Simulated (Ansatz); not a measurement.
Basis sets compared for Ca₁₂O₁₂ (started as a model of: 2x2x6 CaO rock-salt block). The state is a singlet with charge 0. Geometry PBE-D4/def2-SVP. Ansatz on 4 threads of AMD EPYC 7R13 on a shared host and a share (37 GiB) of an NVIDIA H100 80GB HBM3; times are rough, and most runs start from earlier orbitals.

```xyz
24

Ca    0.656    3.503   -4.615
Ca    0.232   -0.104   -1.984
Ca   -0.200   -3.702    0.724
Ca   -1.332    2.735   -2.238
Ca   -1.743   -0.849    0.489
Ca   -2.086   -4.404    3.203
Ca    1.982    2.633   -1.844
Ca    1.525   -0.950    0.877
Ca    1.007   -4.499    3.570
Ca    0.423    5.401   -2.156
Ca   -0.014    1.902    0.615
Ca   -0.450   -1.666    3.359
O     0.447    1.727   -3.311
O     0.010   -1.855   -0.568
O    -0.427   -5.345    2.206
O    -0.936    4.486   -3.552
O    -1.458    0.940   -0.865
O    -1.909   -2.650    1.864
O     2.012    4.395   -3.202
O     1.675    0.844   -0.493
O     1.255   -2.747    2.240
O     0.207    3.670   -0.794
O    -0.226    0.069    1.924
O    -0.649   -3.535    4.549
```

Single mean-field runs in def2-SVP, def2-TZVP are fitted with def2-universal-jkfit. Another isomer (singlet) lies 1.16 eV lower at PBE0-D4/def2-TZVP; other spin states weren't run for this one.

Binding counts from free atoms (Ca singlet, O triplet) in the same basis, without a counterpoise term.

```csv
level,functions,energy (Eh),HOMO (eV),LUMO (eV),binding per atom (eV),wall time
PBE-D4/def2-SVP,456,-9030.3056,-3.81,-1.26,5.02,2.9 s
PBE0-D4/def2-SVP,456,-9030.7514,-4.97,-0.68,4.73,3.2 s
```

(1) Estimate the rows for PBE-D4/def2-TZVP (with forces), PBE0-D4/def2-TZVP.

## Answers

(1) 
```
                         level  functions  energy (Eh)  HOMO (eV)  LUMO (eV)  binding per atom (eV)  wall time
PBE-D4/def2-TZVP (with forces)        804   -9032.3200      -3.86      -1.30                   4.83      5.5 s
             PBE0-D4/def2-TZVP        804   -9032.7509      -5.02      -0.72                   4.55      4.4 s
```
